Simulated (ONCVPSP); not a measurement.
revPBE ONCV dataset for indium, fully relativistic all-electron reference.

In (Z = 49), optimised norm-conserving Vanderbilt (ONCV), made with ONCVPSP 4.0.1 (revPBE, fully relativistic). Core [Ar] 3d10, reference 4s2 4p6 4d10 5s1.75 5p1.25. Waves: 4s+5s: rc 1.20 bohr, ncon 4, nbas 8, qcut 8.2 1/bohr, 2 projectors; 4p+5p: rc 1.30 bohr, ncon 3, nbas 6, qcut 12.3 1/bohr, 2 projectors; 4d: rc 1.30 bohr, ncon 4, nbas 9, qcut 10.7 1/bohr, 1 projector. Local part: polynomial inside 1.00 bohr (lpopt 5, dvloc0 6 Ha). Core correction: none.

Open shells are filled in proportion to 2j + 1.

Poles of the logarithmic derivatives, all-electron (AE) and pseudo (PS). s: poles at -2.9 (AE) and -2.9 (PS) Ha. p3/2: poles at -1.5 (AE) and -1.5 (PS) Ha. p1/2: poles at -1.9 (AE) and -1.9 (PS) Ha. d5/2: poles at 1.3 (AE) and 1.2 (PS) Ha. d3/2: poles at 1.2 (AE) and 1.2 (PS) Ha. Test radii: s 1.22, p3/2 1.32, p1/2 1.32, d5/2 1.32, d3/2 1.32 bohr.

- Cutoffs needed: 44 Ha and 107 Ha (the cutoffs (Ha) at which the residual kinetic energy of the hardest occupied pseudo-wave falls to 1 and 0.1 mHa per electron)
- Ghost test: no bound ghost flagged; no localised positive-energy state flagged
- Configuration tests: 1 of 4 tests not solved or not reliable
